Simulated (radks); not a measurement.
The numbers below are computed, except where a source is named.
Initial-state core-level shifts of the cobalt ion Co+ when its valence configuration changes from [Ar] 3d8. Code: a radial shooting solver on a logarithmic mesh with Libxc functionals. Model: scalar-relativistic Kohn-Sham, r2SCAN, spin-polarised, spherical densities, finite nucleus; open shells are filled with parallel spins first; meta-GGA in the generalised Kohn-Sham scheme; Fermi nuclear charge, rms radius 3.7875 fm. Shifts are changes of the shell-averaged eigenvalues in eV (positive: less bound); the change of the density at the nucleus, which sets a Mossbauer isomer shift, is in e/bohr^3, on a base of 1.735e+04.

valence               2s       2p       3s       3p  density at nucleus
3d7 4p1           -7.595   -7.551   -7.090   -6.916              +1.382
3d6 4p2          -16.457  -16.360  -14.866  -14.456              +3.659
3d7 4s1           -6.109   -6.060   -5.500   -5.323             +10.101
3d6 4s2          -13.926  -13.825  -12.263  -11.867             +22.208
3d4 4p4          -39.422  -39.204  -33.442  -32.469             +11.477
3d6.5 4p1.5      -11.874  -11.805  -10.907  -10.621              +2.408
3d7.5 4s0.5       -2.901   -2.877   -2.644   -2.561              +4.685
3d6 4s1 4p1      -15.036  -14.934  -13.377  -12.970             +13.820
3d7 4s0.5 4p0.5   -6.861   -6.814   -6.300   -6.125              +5.718
